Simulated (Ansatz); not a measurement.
Reaction (redistribution): `C[SiH](F)[SiH2]S` + `[NH2][Zr]([OH])([F])[F]` → `C[SiH](F)[SiH2]N` + `[OH][Zr]([F])([F])[SH]`

Gas-phase electronic energies from Ansatz, PBE0-D4/def2-TZVP geometries. CBS: MP2 limit from def2 TZ/QZ plus the TZ coupled-cluster correction, frozen cores. DFT in def2-TZVPP. Elements past krypton have def2 core potentials. For Zr outer-core shells are correlated without core-valence functions, which leaves a few kJ/mol of doubt a bond. Each species was taken in one conformer, which may not be the lowest.

Question: Is it downhill or uphill in electronic energy at CCSD(T)/CBS, and by how much? (Estimate.)

Answer: The calculation gave: Downhill: ΔE = -0.11 eV.

Question: What do these levels give: B2PLYP, PBE, HF/def2-TZVPP, CCSD/def2-TZVPP, CCSD(T)/def2-TZVPP, HF/def2-QZVPP? (Estimate.)

Answer: Ansatz gave: B2PLYP -0.14, PBE -0.09, HF/def2-TZVPP -0.19, CCSD/def2-TZVPP -0.12, CCSD(T)/def2-TZVPP -0.13, HF/def2-QZVPP -0.20 eV.

Largest T1 diagnostic among the species: 0.017.

In def2-TZVPP, CCSD(T) changes the Hartree–Fock value by +0.06 eV (the triples alone add −0.01 eV) and MP2 by +0.06 eV.
